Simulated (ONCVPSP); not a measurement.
**Ranking ONCV potentials for Rb**

All share these settings but for the change named:

Rb, optimised norm-conserving Vanderbilt (ONCV), made with ONCVPSP 4.0.1 (PBE, fully relativistic). Core [Ar] 3d10, reference 4s2 4p6 5s1. Waves: 4s+5s: rc 2.70 bohr, ncon 4, nbas 7, qcut 5.3 1/bohr, 2 projectors; 4p: rc 1.90 bohr, ncon 5, nbas 8, qcut 5.8 1/bohr, 2 projectors, debl 1.4 Ha; d scattering state at 0.13 Ha: rc 2.35 bohr, ncon 4, nbas 7, qcut 3.7 1/bohr, 2 projectors, debl 3.9 Ha. Local part: polynomial inside 1.85 bohr (lpopt 2, dvloc0 0 Ha). Core correction: polynomial model core, fcfact 0.5.

Open shells are filled in proportion to 2j + 1.

Test errors are all-electron minus pseudo excitation energies from the reference, over 4s2 4p6 5s0; 4s2 4p6 5s0.5; 4s2 4p6 5s0 5p1; 4s1 4p6 5s1. None of these files shows a bound ghost.

The base gives 234.8 meV.

Of 6 variants that were run, those that failed, showed a ghost or another fault, or gave nearly equal values are left out.

A variant can come out equal or close to the base, since the largest error may sit in a test that the change hardly touches while other tests move.

Rank these variants by their largest absolute test error, smallest first.
A. s: qcut 5.4
B. s: qcut 5.8
C. s: qcut 3.3
D. s: qcut 7.1

D (117.8 meV), B (197.8 meV), A (230.2 meV), C (361.9 meV).
